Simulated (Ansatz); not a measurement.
`C[Si](O)(F)[AlH][OH]` and `C[Si](O)(F)[SiH3]` differ in one atom or group.

Ansatz, PBE0-D4/def2-TZVP geometries, multiplicity 1. Each molecule was computed in one conformer, which needn't be the lowest.

```
                                          property  `C[Si](O)(F)[AlH][OH]`
size of the dipole moment (ωB97M-V/def2-TZVPP) / D                    2.39
    size of the dipole moment (PBE/def2-TZVPP) / D                    2.30
             HOMO–LUMO gap (B3LYP/def2-TZVPP) / eV                    5.53
              HOMO–LUMO gap (PBE0/def2-TZVPP) / eV                    5.90
               HOMO–LUMO gap (PBE/def2-TZVPP) / eV                    3.94
  size of the dipole moment (B3LYP/def2-TZVPP) / D                    2.39
```

**Question.** Give the same properties after the change, and the shifts. (Estimate.)

**Answer.** Ansatz gave: 
```csv
property,`C[Si](O)(F)[SiH3]`,shift
size of the dipole moment (ωB97M-V/def2-TZVPP) / D,2.11,-0.28
size of the dipole moment (PBE/def2-TZVPP) / D,2.08,-0.22
HOMO–LUMO gap (B3LYP/def2-TZVPP) / eV,7.80,2.27
HOMO–LUMO gap (PBE0/def2-TZVPP) / eV,8.22,2.32
HOMO–LUMO gap (PBE/def2-TZVPP) / eV,6.13,2.19
size of the dipole moment (B3LYP/def2-TZVPP) / D,2.10,-0.29
```

With PBE0 the HOMO falls by 0.74 eV and the LUMO rises by 1.58 eV, so the gap widens by about 2.32 eV. PBE moves the HOMO by -0.70 eV and ωB97M-V by -0.77 eV. Dipoles are sizes alone; their direction can turn.

B3LYP here is the variant with VWN-RPA as its local correlation; programs differ in this.
